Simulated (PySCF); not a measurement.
Vertical excitations of a molecule CH3Si, multiplicity 2 from PySCF with TDA-B3LYP/def2-TZVPD, as energy in eV (oscillator strength): 1.35 (0.002), 2.76 (0.001), 3.82 (0.012), 4.60 (0.016), 5.35 (0.002), 5.39 (0.132), 5.70 (0.087), 5.84 (0.014), 5.96 (0.082), 6.13 (0.003). Geometry: PBE0-D3(BJ)/def2-TZVP. Other conformers were not sampled.

**Question.** Identify the compound among the candidates.
(A) [CH]=[SiH2]
(B) C=[SiH]
(C) C[Si]

**Answer.** B, C=[SiH]
